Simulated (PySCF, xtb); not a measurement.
C2H8O2Si, SMILES CO[Si@@H](C)O. Other conformers were not sampled.

Harmonic wavenumbers (cm⁻¹) from xtb 6.7.1 with GFN2-xTB at its own minimum, in rising order: 64, 87, 98, 140, 217, 234, 298, 357, 639, 681, 710, 758, 805, 825, 851, 899, 1131, 1136, 1153, 1378, 1416, 1482, 1486, 1488, 1493, 2331, 2939, 2952, 2982, 3025, 3043, 3061, 3664.

Q: What does PBE-D3(BJ)/def2-SVP (PySCF) give at its own minimum? (The exact figures need the calculation; the answer reports its results.)

A: 74, 93, 129, 159, 232, 263, 313, 381, 635, 685, 734, 741, 812, 831, 885, 920, 1114, 1136, 1169, 1221, 1379, 1381, 1421, 1425, 1426, 2185, 2914, 2980, 2983, 3032, 3080, 3084, 3761. Paired by order, the mean absolute difference is 35 cm⁻¹ and the zero-point energies are 62.6 and 62.3 kcal/mol.
